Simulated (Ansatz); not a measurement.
H3Cl3HfOSi, charge -1, doublet, geometry from GFN2-xTB (such geometries of metal compounds can be far from the true shape) (the multiplicity is a formal guess) (core potentials on Hf) (a gas-phase anion, which may not be bound at this level); CAM-B3LYP/def2-SV(P) run with Ansatz (a first-principles code).

Here is a job for Ansatz.
Ansatz 0.2 input:
```yaml
crystal:
  periodic: [false, false, false]
  atoms:
    - {symbol: Hf, position_ang: [0.12913243, 0.10136413, 0.14252234]}
    - {symbol: Cl, position_ang: [1.26794772, 1.21583098, 1.78866297]}
    - {symbol: Cl, position_ang: [-0.48292301, -1.72124636, 1.39027801]}
    - {symbol: Cl, position_ang: [-1.05950113, 1.89089242, -0.65632293]}
    - {symbol: O, position_ang: [0.63635921, -0.74756871, -1.49869605]}
    - {symbol: Si, position_ang: [-0.50843486, -1.42364024, -2.36940852]}
    - {symbol: H, position_ang: [-1.85972145, -1.29683866, -1.76491981]}
    - {symbol: H, position_ang: [-0.20727192, -2.85503934, -2.52435412]}
    - {symbol: H, position_ang: [-0.53722786, -0.78793580, -3.69555387]}
basis:
  gaussian:
    orbitals: def2-SV_P_.json
hamiltonian:
  xc: cam_b3lyp
total_charge: -1
magnetization: {spin_polarized: true, initial_magnetization: 1}
scf: {lower_state_search: off}
```
The basis file holds def2-SV(P) in the JSON format of the Basis Set Exchange.

The log (banner, timings and long lists left out):

```
Functional definition: CAM-B3LYP
these checks for a lower state are left out or cut short: stability, starts, cluster_reference, orbital_swaps, neighbouring_geometries, increment
1201 factors; integrals over basis functions are off by at most 5.0e-4 eV
444 factors; integrals over basis functions are off by at most 2.1e-5 eV
mean field evaluation 1: about -48836.4520 eV, gradient 2.8e1 eV
mean field evaluation 2: about -48830.6730 eV, gradient 5.1e1 eV
mean field evaluation 4: about -48840.2271 eV, gradient 2.1e0 eV
mean field evaluation 8: about -48840.3669 eV, gradient 2.6e-1 eV
mean field evaluation 16: about -48840.3711 eV, gradient 4.8e-3 eV
mean field -48840.37110530 eV, -1794.8505329272 hartree, gradient 6.3e-6 eV, S^2 0.751102; 0 other end points of the search recorded, 0 dependent functions left out
reference -48840.37126738 eV, -1794.8505388836 hartree; 45, 44 occupied and 72, 73 virtual orbitals, 1201 factors
Total energy: -48840.37126738 eV, -1794.8505388836 hartree
Checks for a lower state left out: stability, starts, cluster_reference, orbital_swaps, neighbouring_geometries, increment
```
